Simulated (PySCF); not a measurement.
## Calcium: a sound run and one with changed settings

Sound run: Ca²⁺ [Ar], Ca³⁺ [Ne] 3s2 3p5. Calculation: PySCF 2.14, in x2c-TZVPall; scalar relativity by spin-free X2C-1e. The sound run starts from symmetry-adapted Hartree-Fock orbitals and uses a fine grid where one is needed.

Changed run: radial step 1.2 in ln r (0.13 in the sound run). This setting is unsound on purpose.

```json
{"species": "Ca²⁺", "method": "UHF", "sound run (hartree)": "-679.01393", "changed run (hartree)": "-679.01393", "converged": "yes"}
{"species": "Ca²⁺", "method": "BP86", "sound run (hartree)": "-679.84998", "changed run (hartree)": "-675.60086", "converged": "yes"}
{"species": "Ca²⁺", "method": "LDA", "sound run (hartree)": "-677.89991", "changed run (hartree)": "-673.85425", "converged": "yes"}
{"species": "Ca³⁺", "method": "UHF", "sound run (hartree)": "-677.18557", "changed run (hartree)": "-677.18557", "converged": "yes"}
{"species": "Ca³⁺", "method": "BP86", "sound run (hartree)": "-677.97726", "changed run (hartree)": "-673.68082", "converged": "yes"}
{"species": "Ca³⁺", "method": "LDA", "sound run (hartree)": "-676.02059", "changed run (hartree)": "-671.93932", "converged": "yes"}
```

Ionisation energy of Ca²⁺:

```csv
method,sound run (eV),changed run (eV)
UHF,49.752,49.752
BP86,50.959,52.247
LDA,51.139,52.108
```

A coarse radial grid mis-integrates the density and the exchange-correlation energy, with errors of either sign; Hartree-Fock needs no grid.

For comparison, NIST gives 50.913 eV between the lowest levels.
